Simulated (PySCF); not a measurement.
# Ionisation energy of Cd⁴⁵⁺ by level of theory

Cd⁴⁵⁺ [He] 2s1 (2S) → Cd⁴⁶⁺ 1s2 (1S), as a difference of total energies. Calculation: PySCF 2.14, in an even-tempered Gaussian basis (17 s from 21 bohr⁻², ratio 2.2; 8 p from 32 bohr⁻², ratio 2.4; 5 d from 95 bohr⁻², ratio 2.4; 5 f from 140 bohr⁻², ratio 2.4; 4 g from 210 bohr⁻², ratio 2.4); the non-relativistic Hamiltonian (point nucleus). Correlated levels: nothing frozen; virtual orbitals above 40 to 60 times the deepest correlated orbital energy dropped. The calculations carry no spin-orbit coupling.

```csv
method,ionisation energy (eV),difference from reference (eV)
UHF,7323.9,-284.0
LDA,7318.1,-289.8
PBE,7327.9,-280.0
PBE0,7327.0,-280.9
r2SCAN,7321.3,-286.6
B3LYP,7326.9,-281.0
M06-L,7317.7,-290.2
MP2 (all electrons),7324.1,-283.8
SCS-MP2 (all electrons),7324.1,-283.8
```

Reference: 7607.9 eV (theoretical estimate listed by NIST; NIST Atomic Spectra Database, ionization energies).

The gap to the reference is mostly relativistic.
